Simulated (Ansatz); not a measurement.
The inner images of a band of FH + GeH4O + H2O (11 atoms, charge 0, multiplicity 1) are given out of order.

These are results of Ansatz, RKS B3LYP-D4/def2-SVP, not measurements.

Image 0:

```xyz
11
Properties=species:S:1:pos:R:3
Ge -0.580 1.285 -0.748
O 0.967 0.319 -0.602
H -1.635 0.297 -1.242
H -0.897 1.988 0.577
H -0.262 2.331 -1.847
H -0.551 -1.139 1.361
F -1.354 -0.602 1.358
H 1.071 -1.037 0.424
O 0.826 -1.786 1.022
H 1.749 0.872 -0.725
H 0.667 -2.528 0.422
```

Image 8:

```xyz
11
Properties=species:S:1:pos:R:3
Ge -1.184 1.145 -0.609
O 1.510 0.373 -0.261
H -2.686 1.495 -0.756
H -0.471 2.268 0.152
H -0.598 0.727 -1.958
H -0.072 -1.464 0.992
F -1.287 -0.288 0.446
H 1.433 -0.527 0.130
O 0.783 -1.935 1.010
H 1.920 0.888 0.447
H 0.652 -2.681 0.407
```

Question: Put them in order from the first end to the last, with their energies above the first end.
A.
```xyz
11
Properties=species:S:1:pos:R:3
Ge -0.686 1.197 -0.591
O 0.841 0.135 -0.589
H -1.868 0.568 -1.342
H -0.994 1.931 0.726
H -0.054 2.253 -1.539
H -0.376 -1.093 1.130
F -1.223 -0.587 0.839
H 1.080 -0.941 0.409
O 0.888 -1.611 1.160
H 1.603 0.619 -0.929
H 0.787 -2.470 0.725
```
B.
```xyz
11
Properties=species:S:1:pos:R:3
Ge -0.593 1.303 -0.728
O 0.916 0.274 -0.618
H -1.703 0.420 -1.298
H -0.893 1.943 0.632
H -0.198 2.402 -1.750
H -0.566 -1.158 1.314
F -1.396 -0.672 1.213
H 1.088 -1.010 0.481
O 0.868 -1.737 1.116
H 1.697 0.757 -0.917
H 0.781 -2.521 0.556
```
C.
```xyz
11
Properties=species:S:1:pos:R:3
Ge -1.205 1.163 -0.606
O 1.484 0.248 -0.412
H -2.708 1.506 -0.748
H -0.568 2.052 0.470
H -0.526 1.143 -1.974
H -0.136 -1.444 1.000
F -1.305 -0.493 0.045
H 1.395 -0.543 0.166
O 0.739 -1.815 1.228
H 2.067 0.835 0.087
H 0.763 -2.652 0.744
```
D.
```xyz
11
Properties=species:S:1:pos:R:3
Ge -0.761 1.117 -0.502
O 0.877 0.073 -0.552
H -1.917 0.596 -1.370
H -1.021 1.980 0.747
H -0.022 2.136 -1.467
H -0.190 -1.185 1.140
F -1.207 -0.465 0.724
H 1.048 -0.783 0.270
O 0.815 -1.583 1.148
H 1.633 0.574 -0.882
H 0.746 -2.460 0.744
```
E.
```xyz
11
Properties=species:S:1:pos:R:3
Ge -1.002 1.171 -0.499
O 1.069 0.051 -0.564
H -2.323 0.990 -1.280
H -1.070 2.071 0.751
H -0.072 1.882 -1.520
H -0.065 -1.354 1.202
F -1.197 -0.435 0.342
H 1.224 -0.626 0.150
O 0.828 -1.756 1.298
H 1.861 0.589 -0.680
H 0.746 -2.583 0.802
```
F.
```xyz
11
Properties=species:S:1:pos:R:3
Ge -1.186 1.202 -0.550
O 1.333 0.125 -0.502
H -2.654 1.308 -1.018
H -0.921 2.054 0.702
H -0.274 1.533 -1.732
H -0.099 -1.395 1.120
F -1.214 -0.483 0.032
H 1.357 -0.576 0.187
O 0.767 -1.796 1.331
H 2.137 0.643 -0.386
H 0.754 -2.615 0.816
```
G.
```xyz
11
Properties=species:S:1:pos:R:3
Ge -0.629 1.291 -0.682
O 0.849 0.206 -0.618
H -1.790 0.541 -1.338
H -0.925 1.907 0.690
H -0.122 2.403 -1.639
H -0.513 -1.131 1.217
F -1.347 -0.680 0.994
H 1.109 -0.998 0.497
O 0.910 -1.681 1.189
H 1.612 0.654 -1.005
H 0.844 -2.510 0.696
```

Answer: B (+0.3 kJ/mol), G (+2.3 kJ/mol), A (+21.1 kJ/mol), D (+53.3 kJ/mol), E (+28.3 kJ/mol), F (-2.1 kJ/mol), C (-14.6 kJ/mol).

Time of the run: 5.2 min on 2 threads of Arm Neoverse V1, on a shared host, peak memory 0.28 GiB.
